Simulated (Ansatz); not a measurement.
Gas-phase electronic energies from Ansatz, PBE0-D4/def2-TZVP geometries. CCSD(T)/CBS is the MP2 limit (def2-TZVPP, def2-QZVPP) plus CCSD(T) − MP2 in def2-TZVPP, frozen cores. DFT in def2-TZVPP. B3LYP here is the variant with VWN-RPA as its local correlation; programs differ in this. Each species was taken in one conformer, which may not be the lowest.

Reaction (ligand exchange at the Si–S bond): `CCS[SiH2]Cl` + `CN[SiH3]` → `CN([SiH3])[SiH2]Cl` + `CCS`

| level | ΔE (kJ/mol) | difference from CCSD(T)/CBS |
| --- | --- | --- |
| B3LYP-D4 | -9.7 | 1.6 |
| ωB97X-V | -10.0 | 1.3 |
| ωB97M-V | -10.9 | 0.4 |
| B2PLYP | -10.7 | 0.6 |
| PBE | 1.1 | 12.4 |
| r2SCAN | -5.2 | 6.1 |
| PBE0 | -1.9 | 9.4 |
| B3LYP | -7.7 | 3.6 |
| HF/CBS(def2) | -17.2 | -5.9 |
| MP2/CBS(def2) | -9.4 | 1.9 |
| CCSD(T)/CBS | -11.3 | 0 |

Largest T1 diagnostic among the species: 0.010.
